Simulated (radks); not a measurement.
All-electron atom: the tantalum ion Ta3+ in [Xe] 4f14 5d2.

All-electron calculation, Dirac Kohn-Sham, PBEsol, spin-unpolarised, spherical densities, point nucleus; open shells are shared between the two j in proportion to 2j + 1. Program: a radial shooting solver on a logarithmic mesh with Libxc functionals.

Energy parts (Ry):
part                       energy
total                 -31238.9977
kinetic                35073.5195
electron-nucleus      -77787.4016
Hartree                12098.6402
exchange-correlation    -623.7558

Orbitals (lengths in bohr, moments of r in powers of bohr; r(max) is where P^2 peaks):
| orbital | occ. | eigenvalue (Ry) | r(max) |
|---|---|---|---|
| 1s1/2 | 2 | -4945.188 | 0.01167 |
| 2s1/2 | 2 | -850.8050 | 0.06706 |
| 2p1/2 | 2 | -813.1992 | 0.04993 |
| 2p3/2 | 4 | -719.8859 | 0.05666 |
| 3s1/2 | 2 | -196.4697 | 0.1890 |
| 3p1/2 | 2 | -179.7656 | 0.1770 |
| 3p3/2 | 4 | -159.6790 | 0.1909 |
| 3d3/2 | 4 | -131.4825 | 0.1497 |
| 3d5/2 | 6 | -127.1064 | 0.1535 |
| 4s1/2 | 2 | -41.67979 | 0.4294 |
| 4p1/2 | 2 | -34.79818 | 0.4295 |
| 4p3/2 | 4 | -30.16713 | 0.4588 |
| 4d3/2 | 4 | -18.86324 | 0.4564 |
| 4d5/2 | 6 | -18.01260 | 0.4658 |
| 4f5/2 | 6 | -3.96207 | 0.4385 |
| 4f7/2 | 8 | -3.81605 | 0.4436 |
| 5s1/2 | 2 | -7.41452 | 0.9885 |
| 5p1/2 | 2 | -5.40823 | 1.064 |
| 5p3/2 | 4 | -4.74966 | 1.148 |
| 5d3/2 | 0.8 | -2.17595 | 1.479 |
| 5d5/2 | 1.2 | -2.11502 | 1.518 |

The highest occupied level is 5d5/2 at -28.776 eV. Summed over all electrons, <r^2> = 34.93 bohr^2, which gives a Langevin (diamagnetic) susceptibility term of -27.7 x 10^-6 cm^3/mol. The density falls to 0.001 e/bohr^3 at r = 3.39 bohr. For comparison, the ionisation energy in NIST's Atomic Spectra Database is 35 eV (theoretical). In exact Kohn-Sham theory the highest level is minus the ionisation energy, but local and semilocal functionals leave it too shallow, through self-interaction and a potential that decays too fast; potentials with the right tail come closer.

Beside tabulated values, note that spin-unpolarised runs miss the spin-polarisation part of the exchange energy of open shells.
